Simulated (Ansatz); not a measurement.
`[OH][InH][Br]` + H₂O → `[OH][InH][OH]` + HBr at 400 K and 1 bar (formal hydrolysis of the In–Br bond).

Gas-phase electronic energies from Ansatz, PBE0-D4/def2-TZVP geometries. CCSD(T)/CBS adds triple-zeta CCSD(T) − MP2 to the extrapolated MP2 energy (def2 sets, frozen cores). This one scheme is used for every species. Elements past krypton have def2 core potentials. For Br, In outer-core shells are correlated without core-valence functions, which leaves a few kJ/mol of doubt a bond. Scalar relativity is left out up to krypton. Each species was taken in one conformer, which may not be the lowest.

```
        species  CCSD(T)/CBS energy (Eh)  H − E (kJ/mol)  S (J/(mol·K))
`[OH][InH][Br]`              -2839.57190            76.2          348.7
            H₂O                -76.37941            69.8          198.6
`[OH][InH][OH]`               -341.99218           109.8          334.8
            HBr              -2573.91920            27.6          207.2
```

H − E and S are ideal-gas, rigid-rotor, harmonic terms from PBE0-D4/def2-TZVP, for one conformer and one mirror image of each species. 1 Eh = 2625.50 kJ/mol, R = 8.31446 J/(mol·K).

**Question.** By hand: ΔE, ΔH, ΔS and ΔG.

**Answer.** ΔE = (-341.99218) + (-2573.91920) − (-2839.57190) − (-76.37941) = 0.03993 Eh = 104.8 kJ/mol. Δ(H − E) = 109.8 + 27.6 − 76.2 − 69.8 = -8.6, so ΔH = 96.2 kJ/mol. ΔS = 334.8 + 207.2 − 348.7 − 198.6 = -5.3 J/(mol·K). ΔG = 96.2 − 400 × (-5.3)/1000 = 98.3 kJ/mol.

**Question.** By hand: the equilibrium constant, and the temperature at which ΔG would vanish if ΔH and ΔS stayed fixed.

**Answer.** log₁₀ K = −ΔG/(RT ln 10) = -12.8. ΔH and −TΔS have one sign here, so there is no such temperature.

The number of gas molecules stays the same, so ΔS is small and ΔH decides. A doubt of 5 kJ/mol in ΔE shifts log₁₀ K by 0.7 here. Other conformers and mirror images would add mixing entropy, several J/(mol·K) or more a flexible species. These are equilibria of isolated gas molecules and say nothing of rates. Largest T1 diagnostic: 0.017 (customary marks: 0.02 for closed shells, 0.045 for open ones).

ΔS is within the doubt of such terms, so its sign, and with it that verdict, could turn.
